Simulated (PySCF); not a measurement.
Magnetic shielding above rings: a mixed set.

NICS = −σ at a ghost point: NICS(0) at the centroid of the ring atoms, NICS(1) 1 Å to either side along the normal of their mean plane, zz for the tensor component along that normal. Level: GIAO PBE0/pcSseg-1 (PySCF, non-relativistic, gas phase) on the GFN2-xTB geometries, one conformer each. Atom numbers follow the mapped SMILES.

Problem. Order these rings by mean NICS(1)zz, lowest (most negative) first (ppm).
A. ring C3–C4–C6 in `[CH3:1][CH2:2][C:3]1=[C:4]([CH3:5])[CH2:6]1`
B. ring C4–C5–C6–S7–C8 in `[F:1][CH:2]([F:3])[c:4]1[cH:5][cH:6][s:7][cH:8]1`
C. ring C3–C5–C6 in `[CH2:1]=[CH:2][C:3]1([CH3:4])[CH2:5][CH2:6]1`
D. ring C4–C5–C6 in `[F:1][SiH2:2][SiH2:3][CH:4]1[CH2:5][CH2:6]1`
E. ring Si2–C3–C4–C5–Si6 in `[F:1][Si@H:2]1[CH2:3][CH2:4][CH2:5][SiH2:6]1`
F. ring C2–C3–C4–C6 in `[CH3:1][C:2]1=[CH:3][C@@H:4]([CH3:5])[CH2:6]1`
G. ring C3–C4–N5–C6–N9 in `[CH3:1][O:2][c:3]1[cH:4][n:5][c:6]([CH:7]=[O:8])[nH:9]1`

Solution. B (-28.0), G (-26.0), D (-24.9), C (-23.3), A (-15.6), E (-1.3), F (0.0).

```tsv
SMILES	ring	NICS(0)	NICS(1)	NICS(1)zz	HOMA	rms pucker (Å)	ring atoms with four or more neighbours
FC(F)c1ccsc1	5-membered ring with S; formal bonds all aromatic	-13.0	-11.8	-28.0	0.82	0.00	0
COc1cnc(C=O)[nH]1	5-membered ring with 2 N; formal bonds all aromatic	-12.5	-10.4	-26.0	0.95	0.00	0
F[SiH2][SiH2]C1CC1	3-membered carbocycle; formal bonds all single	-45.2	-8.5	-24.9	–	0.00	3
C=CC1(C)CC1	3-membered carbocycle; formal bonds all single	-44.3	-7.9	-23.3	–	0.00	3
CCC1=C(C)C1	3-membered carbocycle; formal bonds 1 double, 2 single	-31.8	-7.9	-15.6	–	0.00	1
F[Si@H]1CCC[SiH2]1	5-membered ring with 2 Si; formal bonds all single	-3.4	-3.5	-1.3	–	0.20	5
CC1=C[C@@H](C)C1	4-membered carbocycle; formal bonds 1 double, 3 single	-0.4	-2.6	0.0	–	0.00	2
```

NICS(0) gives another order. The isotropic NICS(1) ties some rings at the printed digit and otherwise keeps the order. HOMA uses Krygowski's 1993 parameters; it is left out where a ring has a four-coordinate atom, a triple bond, no multiple bond or a kind of bond without parameters. NICS(1) and NICS(1)zz are means over the two faces.
